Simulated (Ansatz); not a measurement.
Reaction: GeAsH5 (SMILES [GeH3][AsH2]) → GeH3 (SMILES [GeH3], doublet) + AsH2 (SMILES [AsH2], doublet) (the As-Ge bond breaks)
Each species at its own B3LYP-D3(BJ)/def2-TZVP minimum (Ansatz, a first-principles code).

Total energies in hartree (Ansatz). Radicals and triplets start from unrestricted determinants; spin-orbit coupling is neglected. Correlated methods leave the cores frozen (noble-gas shells, and filled d and f shells in the p block). No relativity.

```csv
species,HF/cc-pVTZ,CCSD(T)/cc-pVTZ,HF/cc-pVQZ,CCSD(T)/cc-pVQZ,CCSDT(Q)/cc-pVTZ
1: GeAsH5 (SMILES [AsH2][GeH3]),-4312.55659,-4312.88465,-4312.56379,-4312.90916,-4312.88641
"2: GeH3 (SMILES [GeH3], doublet)",-2077.10825,-2077.24865,-2077.11207,-2077.25871,-2077.24943
"3: AsH2 (SMILES [AsH2], doublet)",-2235.38487,-2235.53976,-2235.38830,-2235.55147,-2235.54068
```

Problem. Work out the bond dissociation energy (electronic) in kJ/mol: take Hartree-Fock from cc-pVQZ, extrapolate the CCSD(T) correlation energy as X^-3 (X = 3, 4), and add CCSDT(Q) - CCSD(T) in cc-pVTZ. 1 hartree = 2625.5 kJ/mol.

Solution. 
Species 1: correlation (64·(-0.34537) - 27·(-0.32806))/37 = -0.35800; step -0.00176; E1 = -4312.56379 + (-0.35800) + (-0.00176) = -4312.92355
Species 2: correlation (64·(-0.14664) - 27·(-0.14040))/37 = -0.15119; step -0.00078; E2 = -2077.11207 + (-0.15119) + (-0.00078) = -2077.26404
Species 3: correlation (64·(-0.16317) - 27·(-0.15489))/37 = -0.16921; step -0.00092; E3 = -2235.38830 + (-0.16921) + (-0.00092) = -2235.55843
-1·E1 +1·E2 +1·E3 = 0.10108 hartree = 265.4 kJ/mol.
